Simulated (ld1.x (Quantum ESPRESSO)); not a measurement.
**beryllium (Be): excitation energies, all-electron against ultrasoft**

```
Element                 : Be
Generator               : ld1.x (Quantum ESPRESSO) 7.5
Type                    : ultrasoft
Functional              : BLYP
Relativity              : scalar-relativistic
Frozen core             : none
Valence charge          : 4
Reference configuration : 1s2 2s2 2p0
Partial waves           : 1s (bound): rcut 0.70, rcutus 0.80 bohr; 2s (bound): rcut 0.70, rcutus 0.80 bohr; 2p (bound, empty): rcut 3.40, rcutus 3.70 bohr; 2p channel at 1.55 Ry: rcut 3.40, rcutus 3.70 bohr
Local potential         : all-electron potential smoothed inside 2.00 bohr (lloc = -1)
Core correction         : none
Augmentation charge     : PSQ, inside the norm-conserving radii
```

Energies are relative to the spin-unpolarised reference configuration 1s2 2s2 2p0; without spin polarisation the order of configurations can differ from experiment.

Give the all-electron excitation energy and the error of the potential for: 1s2 2s1 2p0; 1s2 2s0 2p0; 1s2 2s1.5 2p0; 1s1 2s2 2p0; 1s2 2s1 2p1; 1s2 2s0 2p2; 1s2 2s0 2p1.

```csv
valence configuration,charge,ΔE all-electron (eV),error AE − PS (meV)
1s2 2s1 2p0,+1,9.439,+0.4
1s2 2s0 2p0,+2,27.530,+3.9
1s2 2s1.5 2p0,+0.5,3.695,+0.1
1s1 2s2 2p0,+1,128.754,+1060
1s2 2s1 2p1,0,3.569,+5.6
1s2 2s0 2p2,0,7.183,+21
1s2 2s0 2p1,+1,13.307,+29
```

Levels in the configuration 1s2 2s1 2p0:

| level | all-electron (eV) | pseudo (eV) |
| --- | --- | --- |
| 1s | -118.173 | -118.133 |
| 2s | -13.639 | -13.638 |
